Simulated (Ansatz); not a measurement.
A short molecular-dynamics run on C4H12F2N2Si, SMILES `CN(C)[Si](F)(F)N(C)C`.

```yaml
crystal:
  periodic: [false, false, false]
  atoms:
    - {symbol: C, position_ang: [-1.692268, -1.098136, 0.288769]}
    - {symbol: N, position_ang: [-1.249627, 0.242062, 0.597938]}
    - {symbol: C, position_ang: [-2.328368, 1.141591, 0.938977]}
    - {symbol: Si, position_ang: [0.386343, 0.604350, 0.807746]}
    - {symbol: F, position_ang: [1.021761, 0.117706, 2.186728]}
    - {symbol: F, position_ang: [0.467306, 2.194070, 0.899406]}
    - {symbol: N, position_ang: [1.330294, -0.099005, -0.403023]}
    - {symbol: C, position_ang: [2.675668, -0.586745, -0.199866]}
    - {symbol: C, position_ang: [0.943811, -0.035762, -1.793812]}
    - {symbol: H, position_ang: [-2.208099, -1.561435, 1.140140]}
    - {symbol: H, position_ang: [-2.388799, -1.092188, -0.559404]}
    - {symbol: H, position_ang: [-0.843081, -1.730002, 0.023283]}
    - {symbol: H, position_ang: [-2.877459, 0.796534, 1.825092]}
    - {symbol: H, position_ang: [-1.945608, 2.141032, 1.141939]}
    - {symbol: H, position_ang: [-3.045259, 1.213497, 0.111386]}
    - {symbol: H, position_ang: [2.786864, -1.594356, -0.619804]}
    - {symbol: H, position_ang: [2.910114, -0.636070, 0.862770]}
    - {symbol: H, position_ang: [3.417814, 0.059796, -0.686674]}
    - {symbol: H, position_ang: [1.002198, -1.027850, -2.259559]}
    - {symbol: H, position_ang: [-0.082655, 0.321985, -1.889905]}
    - {symbol: H, position_ang: [1.594349, 0.639324, -2.365328]}
basis:
  gaussian: {orbitals: "6-31G*"}
hamiltonian: {xc: {name: BLYP}}
md: {timestep: 0.5 fs, n_steps: 50, ensemble: nvt_langevin, temperature: 700, initial_velocities: maxwell_boltzmann, friction: 0.01, seed: 2}
```

```sh
$ ansatz run in.yaml --threads 5 --pin off --events-out ev --progress --plain --max-ram 66560MiB --backend cpu
```

```json
{"step": "0", "time (fs)": "0.0", "potential energy (eV)": "-20634.5643", "kinetic (eV)": "1.8096", "T (K)": "667", "conserved (eV)": "–"}
{"step": "1", "time (fs)": "0.5", "potential energy (eV)": "-20634.5245", "kinetic (eV)": "1.7087", "T (K)": "629", "conserved (eV)": "–"}
{"step": "2", "time (fs)": "1.0", "potential energy (eV)": "-20634.4171", "kinetic (eV)": "1.6162", "T (K)": "595", "conserved (eV)": "–"}
{"step": "3", "time (fs)": "1.5", "potential energy (eV)": "-20634.2673", "kinetic (eV)": "1.4889", "T (K)": "549", "conserved (eV)": "–"}
{"step": "4", "time (fs)": "2.0", "potential energy (eV)": "-20634.1127", "kinetic (eV)": "1.3454", "T (K)": "496", "conserved (eV)": "–"}
{"step": "5", "time (fs)": "2.5", "potential energy (eV)": "-20633.9771", "kinetic (eV)": "1.2100", "T (K)": "446", "conserved (eV)": "–"}
{"step": "6", "time (fs)": "3.0", "potential energy (eV)": "-20633.8664", "kinetic (eV)": "1.1510", "T (K)": "424", "conserved (eV)": "–"}
{"step": "7", "time (fs)": "3.5", "potential energy (eV)": "-20633.7791", "kinetic (eV)": "1.0803", "T (K)": "398", "conserved (eV)": "–"}
{"step": "8", "time (fs)": "4.0", "potential energy (eV)": "-20633.7124", "kinetic (eV)": "1.0027", "T (K)": "369", "conserved (eV)": "–"}
{"step": "9", "time (fs)": "4.5", "potential energy (eV)": "-20633.6633", "kinetic (eV)": "0.9668", "T (K)": "356", "conserved (eV)": "–"}
{"step": "10", "time (fs)": "5.0", "potential energy (eV)": "-20633.6309", "kinetic (eV)": "0.9616", "T (K)": "354", "conserved (eV)": "–"}
{"step": "11", "time (fs)": "5.5", "potential energy (eV)": "-20633.6116", "kinetic (eV)": "0.9746", "T (K)": "359", "conserved (eV)": "–"}
{"step": "12", "time (fs)": "6.0", "potential energy (eV)": "-20633.6030", "kinetic (eV)": "0.9522", "T (K)": "351", "conserved (eV)": "–"}
{"step": "13", "time (fs)": "6.5", "potential energy (eV)": "-20633.6043", "kinetic (eV)": "0.9701", "T (K)": "357", "conserved (eV)": "–"}
{"step": "14", "time (fs)": "7.0", "potential energy (eV)": "-20633.6090", "kinetic (eV)": "0.9582", "T (K)": "353", "conserved (eV)": "–"}
{"step": "15", "time (fs)": "7.5", "potential energy (eV)": "-20633.6215", "kinetic (eV)": "0.9732", "T (K)": "359", "conserved (eV)": "–"}
{"step": "16", "time (fs)": "8.0", "potential energy (eV)": "-20633.6489", "kinetic (eV)": "1.0076", "T (K)": "371", "conserved (eV)": "–"}
{"step": "17", "time (fs)": "8.5", "potential energy (eV)": "-20633.6926", "kinetic (eV)": "1.0076", "T (K)": "371", "conserved (eV)": "–"}
{"step": "18", "time (fs)": "9.0", "potential energy (eV)": "-20633.7564", "kinetic (eV)": "1.0601", "T (K)": "391", "conserved (eV)": "–"}
{"step": "19", "time (fs)": "9.5", "potential energy (eV)": "-20633.8431", "kinetic (eV)": "1.2057", "T (K)": "444", "conserved (eV)": "–"}
{"step": "20", "time (fs)": "10.0", "potential energy (eV)": "-20633.9489", "kinetic (eV)": "1.3639", "T (K)": "502", "conserved (eV)": "–"}
{"step": "21", "time (fs)": "10.5", "potential energy (eV)": "-20634.0627", "kinetic (eV)": "1.4765", "T (K)": "544", "conserved (eV)": "–"}
{"step": "22", "time (fs)": "11.0", "potential energy (eV)": "-20634.1656", "kinetic (eV)": "1.5363", "T (K)": "566", "conserved (eV)": "–"}
{"step": "23", "time (fs)": "11.5", "potential energy (eV)": "-20634.2390", "kinetic (eV)": "1.6473", "T (K)": "607", "conserved (eV)": "–"}
{"step": "24", "time (fs)": "12.0", "potential energy (eV)": "-20634.2716", "kinetic (eV)": "1.7596", "T (K)": "648", "conserved (eV)": "–"}
{"step": "25", "time (fs)": "12.5", "potential energy (eV)": "-20634.2627", "kinetic (eV)": "1.8208", "T (K)": "671", "conserved (eV)": "–"}
{"step": "26", "time (fs)": "13.0", "potential energy (eV)": "-20634.2209", "kinetic (eV)": "1.7801", "T (K)": "656", "conserved (eV)": "–"}
{"step": "27", "time (fs)": "13.5", "potential energy (eV)": "-20634.1568", "kinetic (eV)": "1.6711", "T (K)": "616", "conserved (eV)": "–"}
{"step": "28", "time (fs)": "14.0", "potential energy (eV)": "-20634.0789", "kinetic (eV)": "1.5932", "T (K)": "587", "conserved (eV)": "–"}
{"step": "29", "time (fs)": "14.5", "potential energy (eV)": "-20633.9879", "kinetic (eV)": "1.5181", "T (K)": "559", "conserved (eV)": "–"}
{"step": "30", "time (fs)": "15.0", "potential energy (eV)": "-20633.8862", "kinetic (eV)": "1.3942", "T (K)": "514", "conserved (eV)": "–"}
{"step": "31", "time (fs)": "15.5", "potential energy (eV)": "-20633.7863", "kinetic (eV)": "1.2286", "T (K)": "453", "conserved (eV)": "–"}
{"step": "32", "time (fs)": "16.0", "potential energy (eV)": "-20633.7002", "kinetic (eV)": "1.1406", "T (K)": "420", "conserved (eV)": "–"}
{"step": "33", "time (fs)": "16.5", "potential energy (eV)": "-20633.6294", "kinetic (eV)": "1.0572", "T (K)": "389", "conserved (eV)": "–"}
{"step": "34", "time (fs)": "17.0", "potential energy (eV)": "-20633.5793", "kinetic (eV)": "1.0330", "T (K)": "381", "conserved (eV)": "–"}
{"step": "35", "time (fs)": "17.5", "potential energy (eV)": "-20633.5489", "kinetic (eV)": "0.9521", "T (K)": "351", "conserved (eV)": "–"}
{"step": "36", "time (fs)": "18.0", "potential energy (eV)": "-20633.5361", "kinetic (eV)": "1.0161", "T (K)": "374", "conserved (eV)": "–"}
{"step": "37", "time (fs)": "18.5", "potential energy (eV)": "-20633.5398", "kinetic (eV)": "1.0409", "T (K)": "383", "conserved (eV)": "–"}
{"step": "38", "time (fs)": "19.0", "potential energy (eV)": "-20633.5588", "kinetic (eV)": "1.1071", "T (K)": "408", "conserved (eV)": "–"}
{"step": "39", "time (fs)": "19.5", "potential energy (eV)": "-20633.5903", "kinetic (eV)": "1.1178", "T (K)": "412", "conserved (eV)": "–"}
{"step": "40", "time (fs)": "20.0", "potential energy (eV)": "-20633.6311", "kinetic (eV)": "1.1537", "T (K)": "425", "conserved (eV)": "–"}
{"step": "41", "time (fs)": "20.5", "potential energy (eV)": "-20633.6812", "kinetic (eV)": "1.2631", "T (K)": "465", "conserved (eV)": "–"}
{"step": "42", "time (fs)": "21.0", "potential energy (eV)": "-20633.7365", "kinetic (eV)": "1.2970", "T (K)": "478", "conserved (eV)": "–"}
{"step": "43", "time (fs)": "21.5", "potential energy (eV)": "-20633.7946", "kinetic (eV)": "1.4142", "T (K)": "521", "conserved (eV)": "–"}
{"step": "44", "time (fs)": "22.0", "potential energy (eV)": "-20633.8477", "kinetic (eV)": "1.5030", "T (K)": "554", "conserved (eV)": "–"}
{"step": "45", "time (fs)": "22.5", "potential energy (eV)": "-20633.8755", "kinetic (eV)": "1.5187", "T (K)": "559", "conserved (eV)": "–"}
{"step": "46", "time (fs)": "23.0", "potential energy (eV)": "-20633.8738", "kinetic (eV)": "1.5065", "T (K)": "555", "conserved (eV)": "–"}
{"step": "47", "time (fs)": "23.5", "potential energy (eV)": "-20633.8528", "kinetic (eV)": "1.5231", "T (K)": "561", "conserved (eV)": "–"}
{"step": "48", "time (fs)": "24.0", "potential energy (eV)": "-20633.8256", "kinetic (eV)": "1.5322", "T (K)": "564", "conserved (eV)": "–"}
{"step": "49", "time (fs)": "24.5", "potential energy (eV)": "-20633.7936", "kinetic (eV)": "1.5077", "T (K)": "555", "conserved (eV)": "–"}
{"step": "50", "time (fs)": "25.0", "potential energy (eV)": "-20633.7513", "kinetic (eV)": "1.5164", "T (K)": "559", "conserved (eV)": "–"}
```

Velocities are drawn at the set temperature; a run this short doesn't reach equilibrium.

Frames (Å, forces in eV/Å):

```xyz
21
time=0.0 fs
C    -1.692   -1.098    0.289   -0.089   -0.402   -0.084
N    -1.250    0.242    0.598    0.008    0.033   -0.169
C    -2.328    1.142    0.939   -0.265    0.290    0.104
Si    0.386    0.604    0.808   -0.142   -0.219   -0.291
F     1.022    0.118    2.187    0.507   -0.408    1.101
F     0.467    2.194    0.899    0.057    1.277    0.057
N     1.330   -0.099   -0.403   -0.083   -0.151    0.013
C     2.676   -0.587   -0.200    0.369   -0.129    0.110
C     0.944   -0.036   -1.794   -0.144    0.044   -0.392
H    -2.208   -1.561    1.140   -0.203   -0.193    0.274
H    -2.389   -1.092   -0.559   -0.257   -0.040   -0.280
H    -0.843   -1.730    0.023    0.238   -0.191   -0.078
H    -2.877    0.797    1.825   -0.227   -0.093    0.305
H    -1.946    2.141    1.142    0.115    0.301    0.060
H    -3.045    1.213    0.111   -0.280    0.046   -0.259
H     2.787   -1.594   -0.620    0.085   -0.346   -0.142
H     2.910   -0.636    0.863    0.070   -0.015    0.320
H     3.418    0.060   -0.687    0.293    0.197   -0.167
H     1.002   -1.028   -2.260    0.022   -0.322   -0.203
H    -0.083    0.322   -1.890   -0.295    0.103   -0.039
H     1.594    0.639   -2.365    0.219    0.219   -0.241
21
time=3.0 fs
C    -1.700   -1.115    0.304   -0.309    0.044    0.875
N    -1.255    0.225    0.612    0.426    0.519   -0.106
C    -2.315    1.121    0.951   -1.509    1.956   -2.764
Si    0.405    0.603    0.807   -1.496   -0.411   -0.013
F     1.021    0.122    2.187    0.624   -0.447    1.290
F     0.479    2.180    0.870    0.096    1.748    0.067
N     1.326   -0.102   -0.392   -0.465   -0.146   -1.503
C     2.632   -0.577   -0.205    4.379    0.233    0.622
C     0.955    0.008   -1.800   -2.151    0.651   -0.452
H    -2.259   -1.479    1.183    0.213   -0.665    0.214
H    -2.453   -1.156   -0.492    0.114    0.130   -0.715
H    -0.797   -1.684    0.096   -0.104   -0.782   -0.210
H    -2.953    0.864    1.755   -0.487   -0.816    1.824
H    -1.974    2.179    1.107   -0.076   -0.711   -0.166
H    -3.132    1.139    0.076    1.442    0.219    0.992
H     2.853   -1.623   -0.605   -0.394    0.893    0.185
H     2.965   -0.553    0.873   -0.710   -0.371   -0.538
H     3.479    0.153   -0.638   -1.456   -1.226    0.093
H     0.963   -0.955   -2.287    0.613   -0.834   -0.428
H    -0.132    0.291   -1.931    0.654    0.035    0.543
H     1.487    0.757   -2.407    0.597   -0.021    0.190
21
time=6.0 fs
C    -1.717   -1.132    0.320   -0.401   -0.610    1.141
N    -1.261    0.209    0.620    0.629    0.587   -0.085
C    -2.313    1.113    0.950   -3.249    1.015   -0.601
Si    0.421    0.600    0.801   -2.306   -0.613    0.513
F     1.025    0.126    2.193    0.576   -0.347    1.107
F     0.493    2.173    0.834    0.079    1.939    0.089
N     1.319   -0.107   -0.392   -0.564   -0.105   -2.060
C     2.619   -0.565   -0.205    4.597    0.607    1.000
C     0.954    0.057   -1.800   -1.463   -0.225   -1.068
H    -2.303   -1.456    1.246    0.742   -0.507   -0.689
H    -2.503   -1.217   -0.496    0.982    0.286    0.064
H    -0.764   -1.702    0.151   -1.158   -0.395   -0.109
H    -3.062    0.873    1.820    1.642   -0.082   -0.445
H    -1.979    2.170    1.047   -0.022   -0.504    0.086
H    -3.107    1.092    0.095    1.043    0.295    0.605
H     2.895   -1.579   -0.560   -0.434    0.082   -0.283
H     2.981   -0.507    0.839   -0.854   -0.522    0.369
H     3.441    0.168   -0.564   -0.935   -0.728   -0.683
H     0.966   -0.923   -2.314    0.744    0.054   -0.146
H    -0.113    0.294   -1.923   -0.247    0.247    0.575
H     1.430    0.859   -2.422    0.600   -0.473    0.620
21
time=9.0 fs
C    -1.739   -1.153    0.340    0.478   -0.217    0.779
N    -1.262    0.197    0.630    0.774    0.452   -0.049
C    -2.333    1.114    0.943   -1.024   -0.384    1.138
Si    0.431    0.595    0.797   -2.617   -0.493    0.791
F     1.038    0.127    2.202    0.469   -0.181    0.761
F     0.510    2.178    0.795    0.022    1.545    0.149
N     1.312   -0.117   -0.402   -0.404   -0.148   -1.750
C     2.633   -0.545   -0.203    1.209   -0.552    1.587
C     0.951    0.101   -1.803   -1.064   -0.940   -0.952
H    -2.311   -1.456    1.254    0.317   -0.648   -0.390
H    -2.463   -1.233   -0.512    0.482    0.236    0.030
H    -0.804   -1.751    0.169   -1.013   -0.223    0.036
H    -3.044    0.860    1.840    1.486    0.208   -0.549
H    -1.971    2.130    0.982    0.133    0.611    0.385
H    -3.029    1.053    0.142   -1.074    0.245   -1.377
H     2.895   -1.528   -0.526   -0.050   -1.243   -0.945
H     2.939   -0.547    0.830   -0.461   -0.193    1.220
H     3.340    0.141   -0.543    1.624    1.488   -1.648
H     1.002   -0.886   -2.344    0.530    0.658   -0.017
H    -0.114    0.330   -1.889   -0.417    0.173    0.347
H     1.425    0.929   -2.382    0.601   -0.395    0.453
21
time=12.0 fs
C    -1.757   -1.178    0.364    1.011    0.787   -0.383
N    -1.262    0.184    0.636    0.821    0.187   -0.022
C    -2.365    1.106    0.942    1.469    0.297   -1.601
Si    0.434    0.585    0.796   -2.458    0.132    0.755
F     1.057    0.130    2.215    0.277   -0.013    0.337
F     0.527    2.195    0.755   -0.074    0.566    0.250
N     1.305   -0.123   -0.422    0.093   -0.508   -0.618
C     2.658   -0.533   -0.191    0.872   -0.200    1.072
C     0.944    0.133   -1.804   -1.320   -0.276   -0.470
H    -2.288   -1.507    1.233   -0.854   -0.732    0.776
H    -2.391   -1.223   -0.537   -0.282    0.112   -0.036
H    -0.913   -1.838    0.193    0.381   -0.383   -0.047
H    -2.901    0.834    1.813   -0.693   -0.177    1.648
H    -1.971    2.132    0.945   -0.226    0.054    0.377
H    -3.046    1.014    0.109   -0.862    0.263   -0.621
H     2.884   -1.541   -0.547    0.058   -0.316   -0.639
H     2.839   -0.609    0.906    0.058    0.300   -0.398
H     3.334    0.210   -0.629    0.634   -0.046   -0.101
H     1.071   -0.808   -2.372    0.169    0.183   -0.323
H    -0.156    0.374   -1.844    0.715   -0.086   -0.029
H     1.485    0.972   -2.288    0.210   -0.143    0.073
21
time=15.0 fs
C    -1.769   -1.200    0.386    0.322   -0.090   -0.378
N    -1.257    0.169    0.642    0.191   -0.131   -0.070
C    -2.392    1.098    0.934    0.945   -0.024   -1.913
Si    0.429    0.571    0.796   -1.727    0.973    0.680
F     1.075    0.134    2.228    0.043    0.115   -0.074
F     0.543    2.215    0.716   -0.233   -0.516    0.383
N     1.303   -0.129   -0.438    0.516   -0.779    0.187
C     2.690   -0.531   -0.176    0.105   -0.372   -0.690
C     0.929    0.167   -1.806    0.681   -0.525   -0.410
H    -2.300   -1.621    1.268   -0.595    0.382   -0.373
H    -2.334   -1.214   -0.589   -0.362    0.019    0.875
H    -1.011   -1.967    0.218    0.914    0.227   -0.046
H    -2.789    0.801    1.904   -0.790    0.317    0.229
H    -1.982    2.142    0.919   -0.484   -0.556    0.277
H    -3.120    0.984    0.037    0.453    0.288    1.530
H     2.850   -1.593   -0.617    0.233    1.415    0.355
H     2.729   -0.638    0.959    0.879    0.408   -1.330
H     3.367    0.280   -0.720   -0.432   -1.625    1.382
H     1.155   -0.725   -2.435   -0.394    0.155   -0.036
H    -0.148    0.401   -1.801    0.193    0.139   -0.478
H     1.579    0.979   -2.208   -0.458    0.180   -0.101
21
time=18.0 fs
C    -1.780   -1.215    0.403    0.806   -1.025   -0.016
N    -1.244    0.159    0.647   -0.983   -0.422   -0.032
C    -2.412    1.082    0.917    0.752   -0.987    1.049
Si    0.422    0.562    0.802   -0.606    1.353    0.290
F     1.093    0.143    2.241   -0.138    0.196   -0.434
F     0.560    2.230    0.680   -0.399   -1.174    0.538
N     1.301   -0.135   -0.458    0.523   -0.860    1.009
C     2.720   -0.533   -0.173   -1.711   -0.877   -2.093
C     0.916    0.195   -1.818    3.013   -0.592   -0.236
H    -2.343   -1.705    1.257   -0.349    1.120   -0.559
H    -2.310   -1.192   -0.571   -0.628   -0.130    0.463
H    -1.051   -2.045    0.250    0.682    0.906   -0.095
H    -2.758    0.787    2.021   -0.258    0.870   -2.250
H    -2.013    2.106    0.899   -0.214    0.095    0.211
H    -3.161    0.978    0.055    0.397   -0.027    1.362
H     2.837   -1.564   -0.661    0.450    0.988    0.505
H     2.704   -0.646    0.906    1.123    0.180    0.321
H     3.368    0.222   -0.691    0.327   -0.474    0.844
H     1.218   -0.643   -2.501   -0.804    0.021    0.163
H    -0.126    0.416   -1.778   -0.975    0.468   -0.757
H     1.637    0.996   -2.142   -1.008    0.369   -0.283
21
time=21.0 fs
C    -1.793   -1.237    0.417    0.791    0.024    0.175
N    -1.248    0.140    0.650   -1.324   -0.242    0.180
C    -2.428    1.054    0.908    2.255   -0.128    1.937
Si    0.415    0.553    0.806   -0.082    1.573    0.207
F     1.111    0.153    2.255   -0.355    0.289   -0.839
F     0.570    2.239    0.645   -0.520   -1.625    0.661
N     1.294   -0.144   -0.468    0.701   -0.987    1.171
C     2.732   -0.543   -0.185   -3.172   -0.486   -0.946
C     0.918    0.223   -1.833    1.577   -0.292    0.412
H    -2.402   -1.693    1.222   -0.398    0.794    0.244
H    -2.364   -1.155   -0.503   -0.534   -0.441   -0.395
H    -1.045   -2.026    0.306    0.760    0.259   -0.451
H    -2.756    0.856    1.975   -0.479    0.179   -1.004
H    -2.068    2.081    0.874    0.123    0.437    0.015
H    -3.179    0.954    0.152   -0.927   -0.447   -0.537
H     2.881   -1.472   -0.698    0.411   -1.236   -0.156
H     2.785   -0.627    0.872    0.659   -0.216    1.120
H     3.393    0.135   -0.618    1.654    1.827   -0.575
H     1.221   -0.556   -2.551   -0.595   -0.505   -0.052
H    -0.153    0.446   -1.816    0.047    0.252   -0.584
H     1.620    1.027   -2.087   -0.592    0.970   -0.584
21
time=24.0 fs
C    -1.803   -1.258    0.433   -0.299    1.089   -0.397
N    -1.271    0.116    0.650   -0.812    0.217    0.507
C    -2.432    1.018    0.914    2.469    1.511   -1.938
Si    0.406    0.548    0.808   -0.192    1.603    0.257
F     1.124    0.161    2.259   -0.546    0.345   -1.026
F     0.576    2.238    0.618   -0.610   -1.857    0.708
N     1.288   -0.158   -0.468    1.137   -0.904    0.496
C     2.725   -0.557   -0.200    0.145    1.178    0.769
C     0.934    0.257   -1.844   -0.872   -0.561    0.394
H    -2.482   -1.621    1.223    0.100    0.200    0.433
H    -2.449   -1.152   -0.472    0.404   -0.727   -0.007
H    -0.987   -1.955    0.348    0.440   -0.583   -0.506
H    -2.806    0.936    1.861   -1.146   -0.681    3.171
H    -2.090    2.072    0.846   -0.083   -0.176   -0.248
H    -3.265    0.880    0.236   -0.257   -0.281   -0.800
H     2.970   -1.461   -0.737   -0.030   -1.016   -0.012
H     2.933   -0.623    0.930   -0.546   -0.302   -1.487
H     3.514    0.158   -0.570   -0.701    0.236    0.016
H     1.160   -0.503   -2.610   -0.060   -0.401    0.167
H    -0.183    0.486   -1.892    1.228   -0.082    0.024
H     1.545    1.103   -2.090    0.232    1.194   -0.521
21
time=25.0 fs
C    -1.809   -1.262    0.437   -0.408    0.982   -0.401
N    -1.280    0.107    0.648   -0.634    0.437    0.586
C    -2.429    1.008    0.914    1.272    1.392   -1.760
Si    0.403    0.547    0.809   -0.231    1.573    0.239
F     1.127    0.164    2.258   -0.590    0.350   -1.029
F     0.578    2.236    0.610   -0.643   -1.893    0.716
N     1.288   -0.163   -0.466    1.222   -0.839    0.166
C     2.721   -0.559   -0.206    1.502    1.030    0.688
C     0.937    0.267   -1.846   -0.706   -0.357   -0.042
H    -2.516   -1.590    1.228    0.430    0.025    0.344
H    -2.477   -1.160   -0.462    0.654   -0.733    0.027
H    -0.962   -1.937    0.353   -0.015   -0.580   -0.417
H    -2.841    0.950    1.866   -0.698   -0.643    2.591
H    -2.095    2.062    0.834   -0.105   -0.160   -0.296
H    -3.304    0.846    0.249    0.488   -0.100   -0.442
H     3.009   -1.480   -0.753   -0.381   -0.168    0.379
H     2.975   -0.625    0.940   -0.901   -0.309   -1.920
H     3.557    0.183   -0.558   -1.512   -0.383    0.150
H     1.135   -0.500   -2.634    0.100   -0.022    0.510
H    -0.175    0.496   -1.916    1.095   -0.104    0.239
H     1.524    1.152   -2.095    0.061    0.501   -0.328
```

Hardware: 5 threads of an AMD EPYC 7R13 on a shared host. Wall time 2.5 min, peak host memory 0.32 GiB.
